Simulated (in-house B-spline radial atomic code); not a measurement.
Configurations of Rb²⁺, with energies counted from [Ar] 3d10 4s2 4p5. Method: Dirac-Hartree-Fock, average of configuration, Fermi nucleus of rms radius 4.2036 fm. Calculated with a radial B-spline atomic code at the basis-set limit. Energies include first-order Breit, QED and recoil terms.

Occupations are held fixed; configurations that lie above the ionisation limit could autoionise.

```csv
configuration,E - E(ref) (eV),highest orbital,its <r> (bohr)
[Ar] 3d10 4s2 4p4 5d1,30.303,5d5/2,6.08
[Ar] 3d10 4s2 4p4 7s1,33.528,7s1/2,11.05
[Ar] 3d10 4s2 4p4 6g1,35.701,6g7/2,14.65
[Ar] 3d10 4s1 4p5 4f1,51.319,4f5/2,5.734
[Ar] 3d9 4s2 4p5 7f1,135.52,7f5/2,21.89
[Ne] 3s2 3p5 3d10 4s2 4p6,231.07,4p3/2,1.587
```

(1) Order these further configurations by energy, lowest first.
A. [Ar] 3d9 4s2 4p5 8f1
B. [Ar] 3d9 4s2 4p5 5s1
C. [Ar] 3d10 4s1 4p5 6f1
D. [Ar] 3d10 4s1 4p6
E. [Ar] 3d9 4s2 4p5 6f1

(2) How far above the reference does [Ar] 3d9 4s2 4p5 5g1 lie?

(3) How far above the reference does [Ar] 3d10 4s1 4p5 8g1 lie?

## Answers

(1) D (20.38 eV), C (55.646 eV), B (120.1 eV), E (134.6 eV), A (136.12 eV).

(2) 133.18 eV; its least bound orbital is 5g9/2 with <r> = 9.158 bohr.

(3) 57.213 eV; its least bound orbital is 8g7/2 with <r> = 28.64 bohr.
